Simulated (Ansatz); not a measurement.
Ansatz (an electronic-structure program) input (CCSD(T)/cc-pV(T+d)Z):
A basis named .json is the Basis Set Exchange file of that set.

Ansatz 0.2 input:
```yaml
crystal:
  periodic: [false, false, false]
  atoms:
    - {symbol: O, position_ang: [1.42178023, -0.15785977, -0.27437465]}
    - {symbol: S, position_ang: [0.12557724, -0.00871813, 0.29948988]}
    - {symbol: F, position_ang: [-0.61887949, 1.23295668, -0.16291058]}
    - {symbol: F, position_ang: [-0.86817359, -1.07713799, -0.12562729]}
basis:
  gaussian:
    orbitals: cc-pV_T+d_Z.json
total_charge: 1
magnetization: {spin_polarized: true, initial_magnetization: 1}
correlation: {method: ccsd_t, electrons: outside_noble_gas}
```

Output:

```
Functional definition: HF
integrals: 0.37 GiB planned
800 factors; integrals over basis functions are off by at most 8.1e-4 eV
mean field: 0.41 GiB planned
mean field evaluation 1: about -18250.7081 eV, gradient 4.5e1 eV
mean field evaluation 2: about -18250.7252 eV, gradient 4.5e1 eV
mean field evaluation 4: about -18257.3121 eV, gradient 4.1e0 eV
mean field evaluation 8: about -18257.5973 eV, gradient 8.5e-1 eV
mean field evaluation 16: about -18257.6731 eV, gradient 1.9e-6 eV
mean field evaluation 32: about -18257.6514 eV, gradient 1.2e0 eV
mean field evaluation 64: about -18256.0180 eV, gradient 5.7e-4 eV
mean field evaluation 96: about -18257.5757 eV, gradient 1.1e0 eV
mean field -18257.67311151 eV, -670.9571113526 hartree, gradient 2.0e-6 eV, S^2 0.808751; 5 other end points of the search recorded, 0 dependent functions left out
determinant -18257.67311151 eV, -670.9571113526 hartree, with singles and doubles -18281.96315127 eV, -671.8497538495 hartree
determinant -18256.01800572 eV, -670.8962873369 hartree, with singles and doubles -18279.66983782 eV, -671.7654761347 hartree
8 core orbitals not correlated
reference -18257.67311151 eV, -670.9571113526 hartree; 13, 12 occupied and 108, 109 virtual orbitals, 800 factors
second order -23.92784122 eV of doubles, -0.00000000 eV of singles
coupled cluster: 1.11 GiB planned
cycle   1  -24.25611993 eV  change    -2.8e0 eV  update   2.6e-2
cycle   2  -24.32308393 eV  change   -6.7e-2 eV  update   8.6e-3
cycle   3  -24.32431498 eV  change   -1.2e-3 eV  update   5.4e-3
cycle   4  -24.33287228 eV  change   -8.6e-3 eV  update   4.2e-3
cycle   5  -24.34044596 eV  change   -7.6e-3 eV  update   2.3e-3
cycle   6  -24.34406614 eV  change   -3.6e-3 eV  update   1.1e-3
cycle   7  -24.34449004 eV  change   -4.2e-4 eV  update   3.3e-4
cycle   8  -24.34438554 eV  change    1.0e-4 eV  update   1.8e-4
cycle   9  -24.34429269 eV  change    9.3e-5 eV  update   9.7e-5
cycle  10  -24.34416969 eV  change    1.2e-4 eV  update   4.4e-5
cycle  11  -24.34420193 eV  change   -3.2e-5 eV  update   1.9e-5
cycle  12  -24.34418604 eV  change    1.6e-5 eV  update   8.1e-6
perturbative correction -0.99649402 eV, -0.0366204799 hartree
Total energy: -18283.01379158 eV, -671.8883641686 hartree
```
